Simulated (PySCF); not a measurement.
# Basis-set dependence of population analyses: `FC(F)[SiH2]P[SiH3]`

CH7F2PSi2.
SMILES with atom numbers: `[F:1][CH:2]([F:3])[SiH2:4][PH:5][SiH3:6]` (hydrogens: H7 on C2; H8, H9 on Si4; H10 on P5; H11, H12, H13 on Si6)

PBE0 throughout (PySCF), one geometry, spherical d and f functions. One conformer (not necessarily the lowest) at the PBE0-D3(BJ)/def2-SVP geometry, without solvent, vibrations or thermal averaging. Atoms taken as equivalent share a column and are averaged. The first 7 of 9 kinds of atom are listed.

Mulliken charges (e):

```
        basis  functions   F1/F3      C2     Si4      P5     Si6      H7   H8/H9
       STO-3G         49  -0.121  -0.012  +0.416  +0.046  +0.369  +0.059  -0.109
        6-31G         80  -0.303  +0.170  +0.469  -0.255  +0.385  +0.189  -0.065
     pcSseg-0         80  -0.349  +0.042  +0.532  -0.509  +0.249  +0.255  +0.016
       6-31G*        110  -0.310  +0.327  +0.304  -0.282  +0.255  +0.162  -0.034
      cc-pVDZ        131  -0.206  +0.268  +0.186  -0.204  +0.141  +0.046  -0.012
     def2-SVP        131  -0.237  +0.266  +0.295  -0.280  +0.263  +0.056  -0.025
     pcSseg-1        158  -0.302  +0.271  +0.376  -0.384  +0.332  +0.123  -0.029
  aug-cc-pVDZ        213  -0.425  +1.015  -0.258  -0.859  -0.822  -0.364  +0.327
6-311+G(2d,p)        228  -0.238  +0.059  +0.343  -0.164  +0.157  +0.156  -0.024
    def2-TZVP        246  -0.190  +0.199  +0.130  -0.235  +0.099  +0.087  +0.007
      cc-pVTZ        290  -0.191  +0.264  +0.135  -0.182  +0.112  +0.039  -0.005
     IGLO-III        307  -0.235  +0.142  +0.638  -0.357  +0.645  +0.119  -0.142
```

IAO charges (e):

```csv
basis,functions,F1/F3,C2,Si4,P5,Si6,H7,H8/H9
STO-3G,49,-0.147,-0.051,+0.512,-0.087,+0.441,+0.100,-0.108
6-31G,80,-0.278,+0.155,+0.424,-0.202,+0.275,+0.158,-0.055
pcSseg-0,80,-0.271,+0.149,+0.411,-0.233,+0.248,+0.156,-0.049
6-31G*,110,-0.292,+0.195,+0.534,-0.212,+0.398,+0.137,-0.094
cc-pVDZ,131,-0.293,+0.195,+0.530,-0.217,+0.394,+0.139,-0.094
def2-SVP,131,-0.293,+0.193,+0.543,-0.220,+0.409,+0.138,-0.098
pcSseg-1,158,-0.299,+0.190,+0.546,-0.220,+0.408,+0.144,-0.096
aug-cc-pVDZ,213,-0.304,+0.199,+0.535,-0.222,+0.396,+0.147,-0.092
"6-311+G(2d,p)",228,-0.304,+0.190,+0.560,-0.220,+0.422,+0.148,-0.100
def2-TZVP,246,-0.305,+0.196,+0.568,-0.223,+0.429,+0.144,-0.102
cc-pVTZ,290,-0.303,+0.197,+0.556,-0.225,+0.416,+0.144,-0.099
IGLO-III,307,-0.305,+0.192,+0.566,-0.221,+0.426,+0.147,-0.102
```

Hirshfeld charges (e):

```json
{"basis": "STO-3G", "functions": "49", "F1/F3": "-0.092", "C2": "+0.072", "Si4": "+0.279", "P5": "+0.010", "Si6": "+0.276", "H7": "-0.003", "H8/H9": "-0.079"}
{"basis": "6-31G", "functions": "80", "F1/F3": "-0.106", "C2": "+0.073", "Si4": "+0.236", "P5": "-0.080", "Si6": "+0.225", "H7": "+0.054", "H8/H9": "-0.058"}
{"basis": "pcSseg-0", "functions": "80", "F1/F3": "-0.109", "C2": "+0.067", "Si4": "+0.261", "P5": "-0.070", "Si6": "+0.243", "H7": "+0.043", "H8/H9": "-0.062"}
{"basis": "6-31G*", "functions": "110", "F1/F3": "-0.094", "C2": "+0.066", "Si4": "+0.241", "P5": "-0.083", "Si6": "+0.232", "H7": "+0.049", "H8/H9": "-0.063"}
{"basis": "cc-pVDZ", "functions": "131", "F1/F3": "-0.089", "C2": "+0.053", "Si4": "+0.253", "P5": "-0.059", "Si6": "+0.242", "H7": "+0.041", "H8/H9": "-0.069"}
{"basis": "def2-SVP", "functions": "131", "F1/F3": "-0.097", "C2": "+0.058", "Si4": "+0.261", "P5": "-0.053", "Si6": "+0.247", "H7": "+0.042", "H8/H9": "-0.070"}
{"basis": "pcSseg-1", "functions": "158", "F1/F3": "-0.101", "C2": "+0.060", "Si4": "+0.265", "P5": "-0.066", "Si6": "+0.247", "H7": "+0.046", "H8/H9": "-0.068"}
{"basis": "aug-cc-pVDZ", "functions": "213", "F1/F3": "-0.100", "C2": "+0.050", "Si4": "+0.261", "P5": "-0.061", "Si6": "+0.243", "H7": "+0.049", "H8/H9": "-0.065"}
{"basis": "6-311+G(2d,p)", "functions": "228", "F1/F3": "-0.104", "C2": "+0.055", "Si4": "+0.262", "P5": "-0.061", "Si6": "+0.246", "H7": "+0.049", "H8/H9": "-0.065"}
{"basis": "def2-TZVP", "functions": "246", "F1/F3": "-0.099", "C2": "+0.053", "Si4": "+0.259", "P5": "-0.061", "Si6": "+0.242", "H7": "+0.047", "H8/H9": "-0.066"}
{"basis": "cc-pVTZ", "functions": "290", "F1/F3": "-0.095", "C2": "+0.053", "Si4": "+0.256", "P5": "-0.061", "Si6": "+0.240", "H7": "+0.046", "H8/H9": "-0.066"}
{"basis": "IGLO-III", "functions": "307", "F1/F3": "-0.104", "C2": "+0.051", "Si4": "+0.260", "P5": "-0.046", "Si6": "+0.240", "H7": "+0.046", "H8/H9": "-0.065"}
```

Some averages cover members that differ in this geometry, most widely: H8/H9, Mulliken in aug-cc-pVDZ +0.263 to +0.390; F1/F3, Mulliken in aug-cc-pVDZ -0.445 to -0.405 e.

Problem. Which scheme is steadiest as the basis changes?

Solution. Largest range over the bases for any column: Hirshfeld 0.09 e, IAO 0.25 e, Mulliken 1.47 e. Hirshfeld charges move least and Mulliken charges most, counted in e. Without the minimal STO-3G basis the ranges are Hirshfeld 0.04, IAO 0.18, Mulliken 1.47 e.

Problem. How much do the charges still move between the two largest bases, cc-pVTZ and IGLO-III?

Solution. At most, over all atoms: Mulliken 0.533 e, IAO 0.010 e, Hirshfeld 0.016 e.

Problem. What do the same runs give for the total energy, the frontier levels and the dipole moment?

Solution. 
```
        basis  energy (Eh)  HOMO (eV)  LUMO (eV)  μ (D)
       STO-3G   -1147.8339      -4.21       5.55   1.08
        6-31G   -1161.5074      -7.47      -0.17   1.36
     pcSseg-0   -1160.0487      -7.68      -0.31   1.52
       6-31G*   -1161.6539      -7.52      -0.10   1.05
      cc-pVDZ   -1161.7278      -7.55      -0.07   1.23
     def2-SVP   -1161.2471      -7.61      -0.10   1.29
     pcSseg-1   -1161.6664      -7.68      -0.31   1.36
  aug-cc-pVDZ   -1161.7552      -7.63      -0.44   1.43
6-311+G(2d,p)   -1161.8307      -7.67      -0.47   1.52
    def2-TZVP   -1161.8573      -7.65      -0.37   1.42
      cc-pVTZ   -1161.8520      -7.63      -0.29   1.33
     IGLO-III   -1161.8600      -7.64      -0.33   1.46
```

The dipole is fixed by the density alone, so its range of 0.47 D shows that the density itself changes with the basis, not only its division among atoms.
